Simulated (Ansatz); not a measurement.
Start from `NCO[SiH](O)F` and change one atom or group to get `CBO[SiH](O)F`.

Ansatz, PBE0-D4/def2-TZVP geometries, multiplicity 1. Each molecule was computed in one conformer, which needn't be the lowest.

```csv
property,`NCO[SiH](O)F`
HOMO energy (B3LYP/def2-TZVPP) / eV,-7.53
LUMO energy (ωB97M-V/def2-TZVPP) / eV,2.19
LUMO energy (PBE0/def2-TZVPP) / eV,0.77
HOMO–LUMO gap (B3LYP/def2-TZVPP) / eV,7.91
size of the dipole moment (B3LYP/def2-TZVPP) / D,1.45
HOMO energy (PBE0/def2-TZVPP) / eV,-7.79
```

(1) What does the change do to each property? (An estimate is asked.)

Results:

(1) Computed: 
```tsv
property	`CBO[SiH](O)F`	shift
HOMO energy (B3LYP/def2-TZVPP) / eV	-8.34	-0.81
LUMO energy (ωB97M-V/def2-TZVPP) / eV	1.70	-0.49
LUMO energy (PBE0/def2-TZVPP) / eV	-0.22	-0.99
HOMO–LUMO gap (B3LYP/def2-TZVPP) / eV	7.87	-0.04
size of the dipole moment (B3LYP/def2-TZVPP) / D	1.42	-0.03
HOMO energy (PBE0/def2-TZVPP) / eV	-8.53	-0.74
```

With PBE0 the HOMO falls by 0.74 eV and the LUMO falls by 0.99 eV, so the gap narrows by about 0.25 eV. PBE moves the HOMO by -0.81 eV and ωB97M-V by -0.67 eV. Dipoles are sizes alone; their direction can turn.

B3LYP here is the variant with VWN-RPA as its local correlation; programs differ in this.
